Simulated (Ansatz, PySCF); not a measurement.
Here is a job for Ansatz (a program for electronic structure).
Ansatz 0.2 input:
```yaml
crystal:
  periodic: [false, false, false]
  atoms:
    - {symbol: C, position_ang: [1.55017480, 2.52376653, 0.43186327]}
    - {symbol: B, position_ang: [0.74441431, 1.20639358, 0.21146577]}
    - {symbol: O, position_ang: [-0.63297883, 1.19769932, 0.08470926]}
    - {symbol: B, position_ang: [-1.40764061, 0.15281059, -0.10721144]}
    - {symbol: C, position_ang: [-2.96598204, 0.14797066, -0.23653381]}
    - {symbol: O, position_ang: [-0.69256398, -1.12749516, -0.19046388]}
    - {symbol: B, position_ang: [0.76911319, -1.19419293, -0.06915601]}
    - {symbol: C, position_ang: [1.46627084, -2.58911906, -0.18322750]}
    - {symbol: O, position_ang: [1.35348684, -0.03089726, 0.11833668]}
    - {symbol: H, position_ang: [1.62532102, 3.08286401, -0.50051865]}
    - {symbol: H, position_ang: [2.56270630, 2.34106553, 0.77664846]}
    - {symbol: H, position_ang: [1.05399689, 3.19003835, 1.13286680]}
    - {symbol: H, position_ang: [-3.43049075, 0.35078071, 0.72812695]}
    - {symbol: H, position_ang: [-3.30896210, 0.94805819, -0.88868509]}
    - {symbol: H, position_ang: [-3.38149943, -0.78580665, -0.60502846]}
    - {symbol: H, position_ang: [-1.19421256, -1.94211873, -0.32808476]}
    - {symbol: H, position_ang: [0.78690927, -3.43516332, -0.12737374]}
    - {symbol: H, position_ang: [2.22242057, -2.71480915, 0.58851612]}
    - {symbol: H, position_ang: [2.00804252, -2.67012884, -1.12522737]}
basis:
  gaussian:
    orbitals: STO-3G
hamiltonian:
  xc: blyp
total_charge: 1
accuracy: high
```

Write the same job for PySCF.

This is not unique; one that fits is 
```python
from pyscf import gto, scf, dft

mol = gto.M(
    atom='''
C     1.550175    2.523767    0.431863
B     0.744414    1.206394    0.211466
O    -0.632979    1.197699    0.084709
B    -1.407641    0.152811   -0.107211
C    -2.965982    0.147971   -0.236534
O    -0.692564   -1.127495   -0.190464
B     0.769113   -1.194193   -0.069156
C     1.466271   -2.589119   -0.183227
O     1.353487   -0.030897    0.118337
H     1.625321    3.082864   -0.500519
H     2.562706    2.341066    0.776648
H     1.053997    3.190038    1.132867
H    -3.430491    0.350781    0.728127
H    -3.308962    0.948058   -0.888685
H    -3.381499   -0.785807   -0.605028
H    -1.194213   -1.942119   -0.328085
H     0.786909   -3.435163   -0.127374
H     2.222421   -2.714809    0.588516
H     2.008043   -2.670129   -1.125227
''',
    basis='sto-3g',
    charge=1,
    spin=0,
    verbose=4,
)

mf = dft.RKS(mol)
mf.xc = 'blyp'
mf.grids.atom_grid = (99, 590)
mf.grids.prune = None
mf.kernel()
```

Both were run: Ansatz gave -415.052407 Eh and PySCF -415.052407 Eh, 0.000 mEh apart.
